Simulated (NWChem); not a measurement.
System: AgPH$_{3}$I; SMILES [PH3]->[Ag][I]

```xyz
6

Ag     0.3753    -0.4499    -0.5886
I     -0.7910     0.9509     1.2446
P      1.4379    -1.7296    -2.2640
H      2.3402    -2.7719    -1.8866
H      2.2788    -1.0777    -3.2182
H      0.6437    -2.4811    -3.1840
```
Atoms are numbered in this order, from 1.

Level: PBE-D3(BJ)/def2-SVP with def2 effective core potentials on Ag, I (NWChem), optimised geometry, unscaled harmonic frequencies. def2 effective core potentials on Ag, I; no spin-orbit coupling.

Problem. List the harmonic frequencies with IR intensities, and the thermochemistry.

Solution. 
```csv
frequency (cm⁻¹),IR intensity (km/mol)
57,0.8
58,0.8
182,10.4
280,0.0
381,1.2
382,1.2
960,152.2
1076,4.5
1077,4.5
2384,53.7
2404,5.7
2406,5.7
```

The zero-point energy is 16.6 kcal/mol. The thermal correction to the enthalpy at 298.15 K (with zero-point energy) is 21.2 kcal/mol, the heat capacity Cv comes out as 17.5 cal/(mol K) and the entropy at 298.15 K and 1 atm (symmetry number 3) is 82.2 cal/(mol K).

Rigid rotor and harmonic oscillator; modes under 100 cm⁻¹ make the entropy uncertain.
